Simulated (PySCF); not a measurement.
C9H13FO2.
Atom-mapped SMILES: `[CH2:1]=[CH:2][C@@H:3]1[CH2:4][C@H:5]([F:6])[CH2:7][C@@H:8]1[O:9][C:10]([CH3:11])=[O:12]`

Probes without a nucleus sit at each ring's centroid and 1 Å off its mean plane on both sides; NICS is minus the shielding there, NICSzz its component along the normal. Level: GIAO PBE/pcSseg-1 (PySCF, non-relativistic, gas phase) on the PBE0-D3(BJ)/def2-SVP geometry, one conformer.

Ring bond lengths (Å): C3–C4 1.531, C4–C5 1.522, C5–C7 1.538, C7–C8 1.530, C8–C3 1.540.

**Question.** Give the NICS values of each ring in ppm.

**Answer.** 
| ring | type | NICS(0) | NICS(1), two faces | NICS(1)zz, two faces | rms pucker (Å) | centre to ring atoms, mean (Å) |
| --- | --- | --- | --- | --- | --- | --- |
| C3–C4–C5–C7–C8 | 5-membered carbocycle; formal bonds all single | -3.9 | -1.9 / -4.7 | 0.4 / -4.8 | 0.19 | 1.28 |

**Question.** What can be read from them?

**Answer.** 
- C3–C4–C5–C7–C8: mean NICS(1)zz -2.2 ppm, near zero. C3, C4, C5, C7, C8 have four or more neighbours; no verdict on aromaticity is drawn. A hydrogen on C3, outside the ring, lies only 1.30 Å from a NICS(1) probe, which then mostly feels that atom. The two faces differ by 5.2 ppm, so no symmetry operation interchanges them.

**Question.** What field does 11.7 T along the ring normal induce along that normal at the second NICS(1) probe listed for ring C3–C4–C5–C7–C8, 1 Å off the ring?

**Answer.** NICSzz × B0 = -4.8 ppm × 11.7 T = -56 μT, against the applied field.

**Question.** List the ring angles.

**Answer.** 
- C3–C4–C5–C7–C8: C3 102.0°, C4 103.5°, C5 105.4°, C7 106.5°, C8 104.5°; sum 521.9° against 540° for a flat convex ring.

**Question.** How shielded are the nuclei of the rings and their hydrogens (means over atoms taken as equivalent)?

**Answer.** 
| atoms | environment | σ isotropic (ppm) | principal values of the symmetric part, first atom (ppm) |
| --- | --- | --- | --- |
| C3 | allylic carbon | 126.7 | 105.5, 126.2, 148.4 |
| C4 | ring CH2 carbon | 137.1 | 109.9, 137.9, 163.5 |
| C5 | sp3 C–F carbon | 81.9 | 38.0, 71.0, 136.6 |
| C7 | ring CH2 carbon | 135.0 | 104.7, 142.1, 158.1 |
| C8 | sp3 carbon bound to oxygen | 103.9 | 69.9, 120.0, 121.7 |
| H on C3 | methine hydrogen | 29.18 | 26.5, 27.4, 33.7 |
| H on C4 | methylene hydrogen | 29.33 | 25.9, 27.7, 34.4 |
| H on C4 | methylene hydrogen | 29.09 | 26.5, 28.6, 32.2 |
| H on C5 | methine hydrogen | 26.03 | 23.1, 26.1, 28.9 |
| H on C7 | methylene hydrogen | 29.51 | 25.8, 29.0, 33.6 |
| H on C7 | methylene hydrogen | 28.64 | 24.4, 27.6, 33.9 |
| H on C8 | methine hydrogen | 25.74 | 22.4, 26.1, 28.7 |

**Question.** How do the values depend on the level or the medium?

**Answer.** 
```tsv
level	NICS(0), C3–C4–C5–C7–C8	mean NICS(1)zz, C3–C4–C5–C7–C8
PBE/pcSseg-1, gas	-3.9	-2.2
PBE0/pcSseg-1, gas	-4.2	-2.4
```

The geometry is the same throughout.

Time: 71 s wall, 2.6 min CPU; peak memory 1.7 GiB. Hardware: Intel Xeon 6975P-C, 2 threads, no GPU, on a shared host. This is the whole shielding run at PBE/pcSseg-1, SCF included.
